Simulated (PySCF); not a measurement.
C3H6Cl, SMILES Cl[C](C)C (connectivity only; charge and spin as stated), charge +1, multiplicity 1.

Coordinates come from a B3LYP-D3(BJ)/def2-SVP optimisation. The multiplicity is an assumed one; other spin states were not compared. The isomer is the one that the SMILES or the coordinates give; other isomers of the formula were not compared.

Two levels are set side by side: PBE/def2-TZVP (PySCF) and r2SCAN/def2-TZVP (PySCF). Same geometry, gas phase. Differences are taken from unrounded values.

```
quantity                     r2SCAN
---------------------------  ------
orbital gap (eV)               4.16
highest occupied level (eV)  -14.00
lowest empty level (eV)       -9.84
mean polarisability (bohr³)    46.6
```

What does PBE give, and how far is it from r2SCAN? (The exact figures need the calculation; the answer reports its results.)


```tsv
quantity	PBE	PBE minus r2SCAN
orbital gap (eV)	3.67	-0.49
highest occupied level (eV)	-13.68	0.31
lowest empty level (eV)	-10.01	-0.17
mean polarisability (bohr³)	47.7	1.1
```

Rough cost on one machine, each run with all the roots and properties that it gave: r2SCAN against PBE about 3 times.
